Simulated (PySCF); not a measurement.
Ta(O)(F)3 cation (F₃OTa), SMILES [F][Ta]([F])(=[O])[F] (connectivity only; charge and spin as stated), charge +1, multiplicity 2.

The structure is a stationary point at B3LYP-D3(BJ)/def2-SVP. The spin state was assumed, not searched. The isomer is the one that the SMILES or the coordinates give; other isomers of the formula were not compared. The def2 effective core potentials stand for the cores of Ta; spin–orbit coupling is left out.

The numbers are results of r2SCAN/def2-TZVP run with PySCF, not measurements.

The molecule is in vacuum.

```
Item                                                                Value
------------------------------------------------  -----------------------
total energy                                           -431.68923 hartree
point group                                                            Cs
α spin, highest occupied and lowest empty level       -16.49 and -9.92 eV
β spin, highest occupied and lowest empty level      -15.87 and -14.07 eV
dipole moment about the centre of nuclear charge                   0.29 D
mean static polarisability                           35.0 bohr³ (5.18 Å³)
polarisability, principal values                   33.4, 34.8, 36.7 bohr³
⟨S²⟩                                              0.756 (pure state 0.75)
```
